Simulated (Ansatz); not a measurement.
Basis sets compared for SnH2Me(OMe) (C₂H₈OSn). The state is a singlet with charge 0. Geometry PBE0-D4/def2-SVP. Ansatz on 2 threads of Arm Neoverse V1 on a shared host; times are rough, and most runs start from earlier orbitals.

```xyz
12

C     0.350    2.219    0.669
C     0.351   -2.234   -0.385
O     0.649   -0.942    0.041
Sn   -0.677    0.536   -0.150
H    -1.034    0.689   -1.827
H    -2.082    0.081    0.733
H    -0.250    3.132    0.552
H     1.308    2.345    0.146
H     0.543    2.046    1.736
H    -0.519   -2.682    0.140
H     1.218   -2.888   -0.182
H     0.144   -2.302   -1.473
```

In the def2 sets Sn takes a core potential; there is no spin–orbit coupling.

Binding counts from free atoms (C triplet, O triplet, Sn triplet, H doublet) in the same basis, without a counterpoise term.

```tsv
level	functions	energy (Eh)	HOMO (eV)	LUMO (eV)	binding per atom (eV)	wall time
PBE-D4/def2-SVP	108	-370.2006	-5.49	-0.58	3.52	1.4 s
PBE0-D4/def2-SVP	108	-370.2306	-7.09	0.25	3.46	1.9 s
```

Problem. Estimate the rows for PBE-D4/def2-TZVP (with forces), PBE0-D4/def2-TZVP.

Solution. 
| level | functions | energy (Eh) | HOMO (eV) | LUMO (eV) | binding per atom (eV) | wall time |
| --- | --- | --- | --- | --- | --- | --- |
| PBE-D4/def2-TZVP (with forces) | 191 | -370.3980 | -5.73 | -0.89 | 3.52 | 3.5 s |
| PBE0-D4/def2-TZVP | 191 | -370.4233 | -7.28 | -0.10 | 3.46 | 3.8 s |
